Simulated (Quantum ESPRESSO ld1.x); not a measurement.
Question: The mean radii <r> (bohr) of the occupied orbitals of an atom or ion are listed with their occupations. All-electron calculation, scalar-relativistic Kohn-Sham, LDA (Slater exchange, Perdew-Zunger correlation), spin-polarised, spherical densities, point nucleus. Program: ld1.x of Quantum ESPRESSO 7.5.

orbital  occ.      <r>
1s up       1  0.03521
1s down     1  0.03521
2s up       1   0.1530
2s down     1   0.1529
2p up       3   0.1332
2p down     3   0.1331
3s up       1   0.3936
3s down     1   0.3944
3p up       3   0.3858
3p down     3   0.3867
3d up       2   0.3489

Name the element and its charge. Open shells, if any, are filled with parallel spins first.

Answer: Z = 42, molybdenum, charge +22: Mo22+ in [Ar] 3d2. The 1s radius gives Z: for a bare nucleus <r> = (2 gamma + 1)/(2Z) with gamma = sqrt(1 - (Z/c)^2), 0.03457 bohr for Z = 42, and screening makes it slightly larger (0.03521 here). The occupations add up to 20, and the charge is Z minus that.
